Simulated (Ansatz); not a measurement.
Compare A (`C[SiH]([SiH3])CF`) with its isomer B (`CC(F)([SiH3])[SiH3]`).

Gas-phase electronic energies from Ansatz, PBE0-D4/def2-TZVP geometries. CBS: MP2 limit from def2 TZ/QZ plus the TZ coupled-cluster correction, frozen cores. DFT in def2-TZVPP. B3LYP here is the variant with VWN-RPA as its local correlation; programs differ in this. Each species was taken in one conformer, which may not be the lowest.

Q: Which is lower in electronic energy at CCSD(T)/CBS, and by how much? (Estimate.)

A: Ansatz gave: A, by 47.7 kJ/mol.

Q: Give E(B) − E(A) in kJ/mol with MP2/def2-TZVPP, CCSD/def2-TZVPP, PBE-D4, B3LYP, HF/def2-TZVPP, PBE0-D4, B3LYP-D4. (Estimate.)

A: Ansatz gave: MP2/def2-TZVPP 44.7, CCSD/def2-TZVPP 49.2, PBE-D4 58.0, B3LYP 54.6, HF/def2-TZVPP 50.2, PBE0-D4 58.8, B3LYP-D4 49.8. None reverses the order clearly.

Largest T1 diagnostic: 0.012.

The D4 term adds −4.9 kJ/mol with B3LYP and −2.3 kJ/mol with PBE0; it sums over pairs of atoms, weighted by their polarisabilities, and B3LYP, whose exchange is more repulsive, gets the larger term.
